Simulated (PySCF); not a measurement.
# From computed data to an observable: oscillator strength and radiative lifetime

C2H4FIn, SMILES C=[CH][InH][F].

The structure is a stationary point at B3LYP-D3(BJ)/def2-SVP. The def2 effective core potentials stand for the cores of In; spin–orbit coupling is left out. The values are those of a single conformer.

TDDFT-M06-2X/def2-SVPD (PySCF 2.14.0) puts the first singlet state with f over 0.02 at 6.05 eV (vertical), with the transition dipole (0.060, 0.877, 0.000) in atomic units.

Question: Find the oscillator strength, the wavelength and the radiative lifetime that this transition would have in vacuum if emission retraced absorption.

Answer: 
|μ|² = 0.7727 au, so |μ| = 2.23 D. ΔE = 6.05/27.211 = 0.2223 hartree. f = (2/3) ΔE |μ|² = 0.115 (the program prints 0.115).
λ = 1239.84/6.05 = 205 nm; ν = 48797 cm⁻¹.
Einstein's coefficient A = 0.6670 ν² f s⁻¹ (ν in cm⁻¹) = 1.8e8 s⁻¹, so τ = 1/A = 5.5 ns. This state is S2; the lower singlet has f = 0.000. The figure is the radiative limit of this one transition; relaxation, internal conversion, crossing to triplets and a medium change what is measured.
